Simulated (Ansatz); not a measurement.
Total energies of SiCl3(NiPr2) (C6H14Cl3NSi) from Ansatz at PBE0-D4/def2-TZVP, gas phase (1 Eh = 27.2114 eV = 2625.5 kJ/mol). The reference geometry is relaxed at r2SCAN-D4/def2-SVP.

```xyz
25

Si    0.837   -1.640   -1.236
Cl    2.544   -2.457   -0.399
Cl   -0.525   -3.163   -1.478
Cl    1.408   -1.018   -3.125
N     0.244   -0.342   -0.311
C     1.207    0.775   -0.152
C     0.686    2.066   -0.783
C     1.643    0.951    1.303
C    -1.060   -0.210    0.369
C    -2.228   -0.152   -0.616
C    -1.261   -1.262    1.460
H     2.112    0.486   -0.720
H    -0.219    2.432   -0.271
H     1.446    2.860   -0.718
H     0.444    1.902   -1.843
H     0.801    1.251    1.947
H     2.062    0.011    1.692
H     2.413    1.734    1.380
H    -1.020    0.771    0.875
H    -2.354   -1.108   -1.145
H    -2.063    0.636   -1.367
H    -3.169    0.067   -0.086
H    -2.189   -1.064    2.021
H    -1.338   -2.273    1.032
H    -0.420   -1.253    2.170
```

```json
{"state": "charge 0 singlet", "geometry": "reference", "energy (Eh)": "-1961.36410"}
{"state": "charge 1 doublet", "geometry": "reference", "energy (Eh)": "-1961.05036"}
{"state": "free Si atom (triplet)", "geometry": "–", "energy (Eh)": "-289.24943"}
{"state": "free Cl atom (doublet)", "geometry": "–", "energy (Eh)": "-459.99739"}
{"state": "free N atom (quartet)", "geometry": "–", "energy (Eh)": "-54.54382"}
{"state": "free C atom (triplet)", "geometry": "–", "energy (Eh)": "-37.80537"}
{"state": "free H atom (doublet)", "geometry": "–", "energy (Eh)": "-0.50104"}
```

Single mean-field runs in def2-TZVP are fitted with def2-universal-jkfit.

**Question.** Work out the vertical ionisation energy to the doublet.

**Answer.** E(charge 1 doublet) − E(charge 0 singlet) = -1961.05036 − (-1961.36410) = 0.31374 Eh = 8.54 eV. For comparison, −ε of the highest occupied level is 6.99 eV at this level, 1.55 eV less.

**Question.** What is the binding energy per atom against free atoms?

**Answer.** Atoms: 1 × (-289.24943) + 3 × (-459.99739) + 1 × (-54.54382) + 6 × (-37.80537) + 14 × (-0.50104) = -1957.63220 Eh. Binding: -1957.63220 − (-1961.36410) = 3.73190 Eh = 101.55 eV, or 4.06 eV for each of 25 atoms (no zero-point energy, no counterpoise term).
